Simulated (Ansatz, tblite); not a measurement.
Cost and result up the ladder for SbMe2H (C₂H₇Sb) (10 atoms). Charge 0, multiplicity 1. Geometry: r2SCAN-D4/def2-SVP.

```xyz
10

Sb    0.460   -1.057   -0.678
C     1.299    0.130    0.952
H     0.910   -0.251    1.908
H     1.025    1.188    0.841
H     2.395    0.034    0.956
C    -1.516   -0.136   -0.543
H    -2.103   -0.384   -1.439
H    -1.428    0.956   -0.454
H    -2.036   -0.535    0.340
H     0.994    0.055   -1.882
```

Ansatz on 4 threads of Arm Neoverse V1 on a shared host; xTB runs through tblite on one thread. Times are rough, summed over both states, and most runs start from the orbitals of an earlier one. PBE0-D4/def2-TZVP serves as the yardstick here, not as an exact answer. The other state is a triplet.

In the def2 sets Sb takes a core potential; there is no spin–orbit coupling. The xTB rows come from tblite.

xTB has no spin-polarisation term.

```json
{"level": "GFN2-xTB", "functions": "24", "wall time": "0.006 s", "vertical triplet (eV)": "4.66", "difference from PBE0-D4/def2-TZVP (eV)": "0.06"}
{"level": "GFN1-xTB", "functions": "31", "wall time": "0.009 s", "vertical triplet (eV)": "5.73", "difference from PBE0-D4/def2-TZVP (eV)": "1.13"}
{"level": "PBE-D4/def2-TZVP", "functions": "154", "wall time": "3.9 s", "vertical triplet (eV)": "4.53", "difference from PBE0-D4/def2-TZVP (eV)": "-0.07"}
{"level": "PBE0-D4/def2-TZVP (with forces)", "functions": "154", "wall time": "8.5 s", "vertical triplet (eV)": "4.60", "difference from PBE0-D4/def2-TZVP (eV)": "0.00"}
{"level": "r2SCAN-D4/def2-TZVP", "functions": "154", "wall time": "12 s", "vertical triplet (eV)": "4.56", "difference from PBE0-D4/def2-TZVP (eV)": "-0.04"}
```
